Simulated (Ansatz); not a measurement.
The cluster Al7H, relaxed as a singlet with RKS B3LYP-D4/def2-SVP in Ansatz, starting from the GFN1-xTB geometry. Force threshold 0.02 eV/Å.

The restricted singlet is unstable towards broken spin symmetry in Hartree–Fock (as tested in another run); at B3LYP-D4/def2-SVP this wasn't settled. Another isomer (singlet) lies 0.79 eV lower at PBE0-D4/def2-TZVP; other spin states weren't run for this one.

Start:

```xyz
8

Al    2.010    1.071    1.323
Al   -0.285   -2.537    1.911
Al   -2.162    1.095   -0.567
Al    0.746   -0.815   -1.132
Al   -1.540   -1.473   -0.153
Al    0.582    1.778   -0.684
Al    1.907   -1.566    1.082
H    -1.259    2.447   -1.781
```

(1) Estimate the energy that the relaxation releases and the steps that it takes.

(2) Does the start keep its bonding?

(3) Predict the relaxed structure.

Answers

(1) 26.6 kcal/mol, in 22 steps; 44 s on 4 threads of AMD EPYC 7B13 on a shared host. No frequencies were taken in this run, so the end may be a saddle point.

(2) Bonds formed: Al1–Al4, Al2–Al4, Al3–Al4, Al6–H8 (atoms count from 1).

(3) 
Cartesian coordinates in Å:
```
Al 2.0714 0.8094 1.1102
Al -0.0945 -2.1432 1.4511
Al -1.7051 0.5575 -1.6990
Al 0.4436 -0.6735 -0.6450
Al -2.0748 -0.8921 0.3951
Al 0.1821 1.8235 -0.2832
Al 2.4022 -1.7456 0.8951
H -1.2249 2.2640 -1.2242
```
Bond lengths (bridged metal pairs left out): 12 × Al–Al 2.54 to 2.82 Å; 1 × Al–H 1.75 Å.
